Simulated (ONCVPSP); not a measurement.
## Pt (Z = 78): variants of one ONCV potential

Base potential:

ONCVPSP 4.0.1 input, shortened (lines: element, Z, core and valence counts, functional; n l f; lmax; l rc ep ncon nbas qcut; lloc lpopt rc5 dvloc0; l nproj debl; icmod fcfact rcfact), PBE, fully relativistic:

```
  Pt 78.00   10    3        4      upf
    1    0    2.00
    2    0    2.00
    2    1    6.00
    3    0    2.00
    3    1    6.00
    3    2   10.00
    4    0    2.00
    4    1    6.00
    4    2   10.00
    4    3   14.00
    5    0    2.00
    5    1    6.00
    5    2    7.00
    3
    0    1.45    0.00    5    9    7.90
    1    1.15    0.00    3    6    6.60
    2    1.55    0.00    4    7    5.80
    3    1.45    0.14    4    8    7.30
    4    5    1.10    1.00
    0    2    3.00
    1    1    2.00
    2    3    0.80
    3    3    0.50
    3    4.00    1.35
```

Open shells are filled in proportion to 2j + 1.

In the s channel the program set the typed energies aside and used -5.025, 0.050 Ha. In the d channel the program set the typed energies aside and used -1.400, 0.250, 1.050 Ha (j = l + 1/2; the other j can differ).

All-electron outer shells of the reference configuration (PBE, scalar-relativistic, ld1.x):

```tsv
shell	level (eV)	outermost node (bohr)	outermost maximum (bohr)
4f	-105.61	–	0.38
5p	-90.85	0.53	0.98
5d	-38.77	0.57	1.23
```

Cutoffs, loose and tight: the cutoffs (Ha) at which the residual kinetic energy of the hardest occupied pseudo-wave falls to 1 and 0.1 mHa per electron. They do not see the model core or the augmentation charge, which bear on the density cutoff. Test errors are all-electron minus pseudo excitation energies from the reference, over the configurations 5s2 5p6 5d9 6s1; 5s2 5p6 5d9; 5s2 5p6 5d8; 5s2 5p5 5d9 6s1. A dash means not determined; rows that change the core or the reference have their own tests.

A true bound ghost makes a file unfit for plane-wave use even where its test errors are small: the radial tests pick states by their node count and pass the ghost by.

```tsv
change	outcome	cutoff, loose	cutoff, tight	bound ghosts	GHOST(+) flags above zero	largest test error (meV)
base	generated, projector energies reset by the program	–	–	f7/2, d3/2, f5/2	s, d5/2, f7/2, f5/2	-24
d: rc 1.2	generated, projector energies reset by the program	–	–	d5/2, f7/2, d3/2, f5/2	s, d5/2, f7/2, d3/2, f5/2	-23
scalar-relativistic	generated, projector energies reset by the program	–	–	f	s, d, f	-79
all radii but the core radius scaled by about 1.33 (s 1.92, p 1.52, d 2.06, f 1.92 bohr); local potential polynomial inside 1.46 bohr (lpopt 5, dvloc0 1 Ha)	generated, projector energies reset by the program	20 Ha	34 Ha	p1/2	s, f7/2, f5/2	-119
local potential polynomial inside 1.10 bohr (lpopt 5, dvloc0 8 Ha)	generated, projector energies reset by the program	–	–	f7/2, d3/2, f5/2	s, d5/2, f7/2, f5/2	-26
s: qcut 6.1	generated, projector energies reset by the program	–	–	f7/2, d3/2, f5/2	s, d5/2, f7/2, f5/2	-18
f: qcut 7.5	generated, projector energies reset by the program	–	–	f7/2, d3/2, f5/2	s, d5/2, f7/2, f5/2	-24
s: qcut 9.9; p: qcut 8.3; d: qcut 7.3; f: qcut 9.1	failed: ERROR pspot: first pseudo wave function has node, program will stop	–	–	–	–	–
d: debl 4.45	generated, projector energies reset by the program	–	–	f7/2, f5/2	s, f7/2, f5/2	-24
core correction Teter function, fcfact 2.25, rcfact 1.1	generated, projector energies reset by the program	–	–	f7/2, d3/2, f5/2	s, d5/2, f7/2, f5/2	-18
core [Kr] 4d10 4f14 5s2, valence charge 16; reference 5p6 5d8.5; waves now s scattering state at 0.26 Ha: rc 1.25 bohr, ncon 4, nbas 7, qcut 5.8 1/bohr, 2 projectors, debl 2.4 Ha; 5p: rc 1.30 bohr, ncon 3, nbas 7, qcut 7 1/bohr, 2 projectors, debl 1.5 Ha; 5d: rc 0.55 bohr, ncon 4, nbas 7, qcut 17.2 1/bohr, 2 projectors, debl 3.9 Ha; f scattering state at 0.03 Ha: rc 1.15 bohr, ncon 4, nbas 8, qcut 9.5 1/bohr, 1 projector; local potential polynomial inside 0.35 bohr (lpopt 5, dvloc0 6 Ha)	failed: ERROR pspot: first pseudo wave function has node, program will stop	–	–	–	–	–
reference 5s2 5p6 5d9 6s1; wave 5s: rc 1.45 bohr, ncon 5, nbas 9, qcut 7.9 1/bohr, 2 projectors, debl 3 Ha becomes 5s+6s: rc 1.45 bohr, ncon 5, nbas 9, qcut 7.9 1/bohr, 2 projectors	generated	–	–	d5/2, f7/2, d3/2, f5/2	s	+2.5
local potential polynomial inside 0.70 bohr (lpopt 5, dvloc0 -1 Ha)	generated, projector energies reset by the program	–	–	s, p3/2, f7/2, p1/2, f5/2	d5/2, f7/2, d3/2, f5/2	-31
```
